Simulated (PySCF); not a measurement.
SMILES c1coc(Oc2ccc[se]2)c1 (C₈H₆O₂Se) at its GFN2-xTB optimised geometry (Å):

```
17

C      3.1230    -1.7432     0.0000
C      2.9745    -0.3955     0.0000
O      1.6574    -0.0698     0.0000
C      0.9723    -1.2274     0.0000
O     -0.3652    -1.2274     0.0000
C     -1.0620    -0.0610     0.0000
C     -2.4250    -0.0333    -0.0001
C     -2.9799     1.2684    -0.0001
C     -2.0790     2.2798     0.0001
Se    -0.3252     1.6662    -0.0004
C      1.8178    -2.2987     0.0000
H      4.0444    -2.2877     0.0000
H      3.6715     0.4167     0.0000
H     -3.0166    -0.9315    -0.0002
H     -4.0444     1.4312    -0.0002
H     -2.3001     3.3308     0.0000
H      1.5413    -3.3308     0.0000
```

Method: CAM-B3LYP/def2-SVP (PySCF).

Map of the electron localisation function on the plane z = 1.2 Å:

```
|                         |
|                         |
|                         |
|                         |
|                         |
|       ::                |
|       ::. .:-.          |
|      .-+-:+##=          |
|     .-*#==@@@*.         |
|   :-:+*-.+@@@=          |
|   .::++  :#%+    .:.    |
|     .:-:.---  =. :-.    |
|      :****-  :+.-+-     |
|      :=+-:.  .. +#=     |
|     .-:.  -::=  -*=.    |
|      :.  :*..*=.=*=.    |
|          .:  +#+==-:.   |
|              -*+:..:.   |
|              :-:        |
|              ::         |
|                         |
|                         |
|                         |
|                         |
|                         |
```
Scale: ten equal steps from 0.000 (start of ' ') to 0.921 (end of '@'), in the order ' .:-=+*#%@'; x runs from -6.50 to 6.50, y from -6.50 (bottom) to 6.50 (top).
